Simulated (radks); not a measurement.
Values are calculated unless marked as measured or tabulated.
All-electron atom: I XLVII in [He] 2s2 2p3. Level of theory: Dirac Kohn-Sham, exchange-only PBE, spin-unpolarised, spherical densities, finite nucleus; open shells fill j = l - 1/2 first; Fermi nuclear charge, rms radius 4.75 fm (a radial shooting solver on a logarithmic mesh with Libxc functionals).

Radial electron density D(r) = 4 pi r^2 rho(r):

r (bohr)  D(r) (e/bohr)
0.001179          2.580
0.001308          3.083
0.001463          3.729
0.001624          4.441
0.001816          5.350
0.002015          6.345
0.002254          7.606
0.002501          8.975
0.002797          10.69
0.003104          12.54
0.003472          14.82
0.003852          17.25
0.004309          20.20
0.004781          23.27
0.005348          26.94
0.005934          30.66
0.006637          34.98
0.007364          39.23
0.008237          43.96
0.00914           48.38
0.01014           52.71
0.01134           57.06
0.01259           60.62
0.01408           63.69
0.01562           65.64
0.01747           66.55
0.01939           66.18
0.02169           64.44
0.02406           61.65
0.02691           57.63
0.02986           53.34
0.0334            48.64
0.03706           44.74
0.04146           41.62
0.046             40.11
0.05145           40.15
0.05709           41.57
0.06386           44.05
0.07085           46.45
0.07925           48.15
0.08794           48.10
0.09758           45.94
0.1091            41.19
0.1211            34.93
0.1355            27.08
0.1503            19.76
0.1681            12.82
0.1865            7.789
0.2086            4.062
0.2315            1.973
0.259            0.7872
0.2873           0.2901
0.3214          0.08318
0.3566          0.02181
0.3989         0.004162
0.4426        0.0007171

D(r) has 2 maxima, at r = 0.0179, 0.0831 bohr, and minima at 0.0486 bohr, inside which lie 2.30 electrons.
